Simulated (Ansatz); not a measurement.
`FB(CCl)[SiH2]S` + HI → `ClCI` + `FB[SiH2]S`  (substitution at a C–B bond)

Program: Ansatz. Geometries: PBE0-D4/def2-TZVP. ΔE: electronic, gas phase. CCSD(T)/CBS is the MP2 limit (def2-TZVPP, def2-QZVPP) plus CCSD(T) − MP2 in def2-TZVPP, frozen cores. DFT in def2-TZVPP. B3LYP here is the variant with VWN-RPA as its local correlation; programs differ in this. def2 core potentials past Kr. For I outer-core shells are correlated without core-valence functions, which leaves a few kJ/mol of doubt a bond. One conformer a species, not always the lowest.

`FB(CCl)[SiH2]S`:

```xyz
11

F     1.133    1.417   -1.460
B     0.368    0.580   -0.773
C    -1.191    0.760   -0.864
Cl   -1.348    1.697    0.673
Si    1.241   -0.823    0.417
S    -0.227   -1.957    1.493
H    -1.789   -0.141   -0.751
H    -1.560    1.388   -1.673
H     2.250   -0.211    1.325
H     1.934   -1.836   -0.425
H    -0.811   -0.875    2.038
```

HI:

```xyz
2

I    -0.298    0.709   -0.238
H     0.298   -0.709    0.238
```

`ClCI`:

Cartesian coordinates in Å:
```
Cl 0.229 1.432 -0.940
C 0.097 0.069 0.155
I -0.983 -1.587 -0.651
H -0.435 0.381 1.047
H 1.092 -0.295 0.389
```

`FB[SiH2]S`:

Cartesian coordinates in Å:
```
F -0.655 -1.545 1.491
B -0.069 -0.371 1.327
Si -0.343 0.661 -0.398
S 1.263 -0.006 -1.669
H 0.684 -0.020 2.196
H -1.668 0.458 -1.046
H -0.090 2.115 -0.233
H 0.877 -1.293 -1.668
```

(1) Is it downhill or uphill in electronic energy at CCSD(T)/CBS, and by how much? (An estimate is asked.)

(2) What do these levels give: PBE-D4, r2SCAN-D4, ωB97X-V, ωB97M-V, B2PLYP, B3LYP, MP2/def2-TZVPP, HF/def2-QZVPP, MP2/def2-QZVPP, SCS-MP2/def2-QZVPP, MP2/CBS(def2), CCSD/CBS(def2)? (An estimate is asked.)

Largest T1 diagnostic among the species: 0.014.

## Answers

(1) Ansatz gave: Uphill: ΔE = +16.6 kcal/mol.

(2) The calculation gave: PBE-D4 17.5, r2SCAN-D4 18.7, ωB97X-V 18.2, ωB97M-V 19.0, B2PLYP 16.3, B3LYP 15.6, MP2/def2-TZVPP 17.2, HF/def2-QZVPP 16.0, MP2/def2-QZVPP 16.2, SCS-MP2/def2-QZVPP 15.2, MP2/CBS(def2) 15.6, CCSD/CBS(def2) 16.6 kcal/mol.

The D4 term adds +1.8 kcal/mol with B3LYP and +1.1 kcal/mol with PBE0; it sums over pairs of atoms, weighted by their polarisabilities, and B3LYP, whose exchange is more repulsive, gets the larger term. In def2-TZVPP, CCSD(T) changes the Hartree–Fock value by +1.8 kcal/mol (the triples alone add +0.0 kcal/mol) and MP2 by +0.8 kcal/mol.
